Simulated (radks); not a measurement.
The numbers below are computed, except where a source is named.
Effect of the nuclear size on the calcium ion Ca+, [Ar] 4s1. Level of theory: Dirac Kohn-Sham, LDA (Slater exchange, Perdew-Wang correlation), spin-unpolarised, spherical densities, finite nucleus; Fermi nuclear charge, rms radius 3.4776 fm (a radial shooting solver on a logarithmic mesh with Libxc functionals). The rms radius is varied about that value; shifts are against it.

| rms radius (fm) | total energy shift (eV) | density at nucleus (e/bohr^3) | 1s1/2 shift (meV) | 2s1/2 shift (meV) |
|---|---|---|---|---|
| 3.022 | -0.00735 | 6143 | -3.10 | -0.245 |
| 3.2098 | -0.00444 | 6133 | -1.88 | -0.148 |
| 3.4776 | 0 | 6121 | 0.000 | 0.000 |
| 3.7106 | 0.00415 | 6111 | 1.75 | 0.138 |
| 3.8949 | 0.00761 | 6103 | 3.21 | 0.253 |

Slopes of the eigenvalues against <r^2> in GHz/fm^2, as finite differences over the two radii next to the reference (eigenvalue slopes, not the field-shift constants of lines): 1s1/2 253, 2s1/2 19.9.
